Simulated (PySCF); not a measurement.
Stepwise substitution at one centre (Al Br-SH). Gas-phase values, no solvent. One relaxed conformer stands for each flexible species; it need not be the lowest. Strings in code marks are SMILES.

Computed with PBE-D3(BJ)/def2-TZVP // B3LYP-D3(BJ)/def2-TZVP in PySCF. Excitations are Tamm–Dancoff values on a coarser integration grid. The basis has no diffuse functions, so Rydberg states are missing or too high.

```tsv
species	T1 excitation (TDA) (eV)	S1 excitation (TDA) (eV)	HOMO (eV)
0 of 3 Br replaced by SH (`[Br][Al]([Br])[Br]`)	___	5.04	-7.36
1 of 3 Br replaced by SH (`[SH][Al]([Br])[Br]` (H–S–Al–Br torsion 0°))	4.67	4.95	-6.98
2 of 3 Br replaced by SH (`[SH][Al]([SH])[Br]` (H–S–Al–Br torsion -180°, Br–Al–S–H torsion 0°))	4.74	4.96	-6.68
3 of 3 Br replaced by SH (`[SH][Al]([SH])[SH]`)	___	5.05	___
```

Question: What belongs in the gaps?

Answer: 
- 0 of 3 Br replaced by SH (`[Br][Al]([Br])[Br]`), T1 excitation (TDA) (eV): 4.80
- 3 of 3 Br replaced by SH (`[SH][Al]([SH])[SH]`), T1 excitation (TDA) (eV): 4.86
- 3 of 3 Br replaced by SH (`[SH][Al]([SH])[SH]`), HOMO (eV): -6.51
